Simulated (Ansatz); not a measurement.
BBrH2S2 (`SB(S)Br`). The species carries charge 0 and has multiplicity 1. The structure was optimised at the PBE0-D4/def2-TZVP level. It is one conformer, not always the lowest.

```xyz
6

S     0.784    0.101   -1.256
B    -0.315    0.013    0.156
S     0.299   -0.312    1.807
Br   -2.212    0.259   -0.012
H    -0.157    0.352   -2.180
H     1.601   -0.412    1.484
```

(1) What is the dipole moment at B3LYP/def2-TZVPP? (Best estimate.)

(2) And with PBE, r2SCAN, ωB97M-V? (Estimate.)

(3) Give the Mulliken charges with B3LYP, PBE, r2SCAN in def2-TZVPP. (Estimate.)

Answers

(1) Computed: 1.16 D, with components (0.95, -0.01, -0.67) D in this frame, pointing from negative to positive charge.

(2) The calculation gave: PBE 1.13 D, r2SCAN 1.19 D, ωB97M-V 1.19 D.

(3) Ansatz gave: 
```csv
atom,B3LYP,PBE,r2SCAN
S1,-0.14,-0.14,-0.12
B2,0.14,0.11,0.10
S3,-0.12,-0.12,-0.10
Br4,-0.10,-0.08,-0.09
H5,0.12,0.12,0.11
H6,0.10,0.11,0.10
```

B3LYP here is the variant with VWN-RPA as its local correlation; programs differ in this.
